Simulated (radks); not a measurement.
Spherical quantum dot in the effective-mass picture: electrons in a hard-walled sphere of radius 6.95, with a point charge +1 (a donor) at the centre, all in effective atomic units (hartree* = m*/eps^2 hartree, bohr* = eps/m* bohr), one dielectric constant everywhere. Calculated with a radial shooting solver with Libxc functionals: non-relativistic Kohn-Sham, PBEsol, spin-polarised, spherical densities. Levels are named by radial order and angular momentum (1s, 1p, 1d, 2s, ...), and open shells are averaged over m. Results are scaled to m* = 0.206 and eps = 16.3, for which hartree* = 21.1 meV and bohr* = 4.187 nm. At N = 8 the configuration is 1s2 1p6. Does electron 9 go into 1d up or 2s up?

Answer. Into 2s up. The total energies of the other choices lie higher by 1.07 meV (1d up).
